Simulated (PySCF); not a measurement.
Input of a run (PBE0-D3(BJ)/def2-SVP geometry optimisation, gas phase (PySCF 2.14.0)), started from GFN2-xTB:
```
{"job": {"xc": "PBE0", "basis": "def2-SVP", "d3": "d3bj", "grid": 1, "kind": "geom"}, "charge": 0, "multiplicity": 1}
C     -1.785893     0.048179     0.305684
O     -0.799677    -0.974004     0.410437
C      0.433994    -0.604950     0.176126
C      1.716157    -0.868846     0.078826
C      1.299695     0.521056    -0.220773
Br     1.231607     1.175339    -2.114017
H     -2.743830    -0.444519     0.454479
H     -1.760796     0.516654    -0.680630
H     -1.638956     0.810178     1.075302
H      2.524428    -1.553660     0.090391
H      1.528695     1.377242     0.398212
```

Output (energies in Eh, forces in Eh/bohr):
```
step   0  E = -2803.67614300  max force = 0.022140
step   1  E = -2803.67732961  max force = 0.006619
step   2  E = -2803.67748144  max force = 0.002815
step   3  E = -2803.67753665  max force = 0.002269
step   4  E = -2803.67755410  max force = 0.000943
step   5  E = -2803.67756058  max force = 0.000384
optimisation converged
```

Problem. Summarise the run.

Solution. The energy falls by 0.039 eV over 6 energy and gradient evaluations, the largest force component goes from 0.0221 to 3.8e-04 Eh/bohr, and the atoms move by 0.098 Å rms after alignment. Among the bonds, C3–C5 and C4–H10 change most and about equally (-0.025 to +0.026 Å). Bonds longer at the end by more than 0.005 Å: 5 of 11; shorter: 2. The energy never rose by more than 1e-6 Eh on the way. The first step brought 84 % of the lowering.

Problem. What are the final bond lengths?

Solution. C1–O2 1.423 Å, O2–C3 1.306 Å, C3=C4 1.310 Å, C4–C5 1.476 Å, C5–Br6 2.003 Å, C3–C5 1.449 Å, C1–H7 1.096 Å, C1–H8 1.100 Å, C1–H9 1.101 Å, C4–H10 1.085 Å, C5–H11 1.098 Å. Numbering counts from 1 in the input's order; the species is `COC1=C[C@H]1Br`.

The run used 127 basis functions and 42 SCF cycles in all. The run took 40 s on one thread, Arm Neoverse V1, no GPU (shared host).

PBE0-D3(BJ)/def2-SVP frequencies: not computed here. One conformer, not necessarily the lowest.

The values belong to the conformer `[CH3:1][O:2][C:3]1=[CH:4][C@H:5]1[Br:6]`: C1–O2–C3–C4 -179°.
